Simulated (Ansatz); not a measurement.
B7N6⁺ (the lowest singlet isomer of a short search). The state is a singlet with charge 1. Geometry PBE-D4/def2-SVP, basis def2-TZVP, Ansatz.

```xyz
13

B     1.3959   -1.2137   -2.0961
B    -1.5720    1.5256    1.3523
B     1.2717   -1.6826    1.6990
B    -1.5365    1.8742   -1.0488
B    -0.2915   -0.0978    2.6224
B    -0.1952    0.6390   -2.6243
B     1.8656   -1.9568   -0.7124
N     0.7230   -0.3579   -2.7679
N     0.6084   -1.0996    2.6548
N    -1.0602    1.5420   -2.2641
N    -1.9097    2.0872    0.1947
N    -1.1496    0.8821    2.4370
N     1.8501   -2.1416    0.5534
```

```tsv
run	HOMO (eV)	LUMO (eV)
A	-11.52	-8.00
B	-12.04	-7.63
C	-10.91	-8.38
D	-11.09	-8.28
```

The structure comes from a short search, and lower isomers may exist.

Q: The runs used PBE, PBE0, r2SCAN, r2SCANh. Estimate which is which.

A: A r2SCANh (10 % exact exchange); B PBE0 (25 % exact exchange); C PBE (0 % exact exchange); D r2SCAN (0 % exact exchange). Exact exchange lowers occupied and raises empty levels; among semilocal functionals meta-GGAs tend to open the gap a little, and such runs are hard to tell apart. The gap grows from 2.53 eV (PBE) to 4.41 eV (PBE0).
